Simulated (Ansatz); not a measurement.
H4AlNSi, SMILES `N[Si][AlH2]` (lower singlet) (charge 0, multiplicity 1). This singlet lies 0.79 eV below the relaxed triplet at the level frozen-core CCSD(T)/cc-pVTZ // PBE0-D3(BJ)/def2-TZVP (Ansatz, a program for electronic structure).

These are PBE0/cc-pVTZ // PBE0-D3(BJ)/def2-TZVP in Ansatz values and carry that method's errors.

Ansatz 0.2 input:
```yaml
crystal:
  periodic: [false, false, false]
  atoms:
    - { symbol: N, position_ang: [-1.494254, -0.258275, -0.106776] }
    - { symbol: Si, position_ang: [-0.411593, -1.582854, 0.039702] }
    - { symbol: Al, position_ang: [1.52096, 0.075017, 0.118931] }
    - { symbol: H, position_ang: [-2.492391, -0.398406, -0.180643] }
    - { symbol: H, position_ang: [-1.253048, 0.723809, -0.132576] }
    - { symbol: H, position_ang: [3.093342, -0.166863, 0.25842] }
    - { symbol: H, position_ang: [1.036984, 1.60757, 0.002942] }
basis:
  gaussian: { orbitals: cc-pVTZ }
hamiltonian:
  xc: pbe0
```

Output:

```
Functional definition: PBE0
987 factors; their error is unknown
mean field evaluation 1: about -16014.9838 eV, gradient 5.7e1 eV
mean field evaluation 2: about -15990.9169 eV, gradient 1.0e2 eV
mean field evaluation 4: about -16021.3596 eV, gradient 3.0e0 eV
mean field evaluation 8: about -16021.4390 eV, gradient 3.8e-2 eV
mean field -16021.43905377 eV, -588.7770255045 hartree, gradient 3.1e-5 eV, S^2 0.000000; 0 other end points of the search recorded, 0 dependent functions left out
reference -16021.43908617 eV, -588.7770266951 hartree; 19, 19 occupied and 135, 135 virtual orbitals, 987 factors
Total energy: -16021.43908617 eV, -588.7770266951 hartree
```
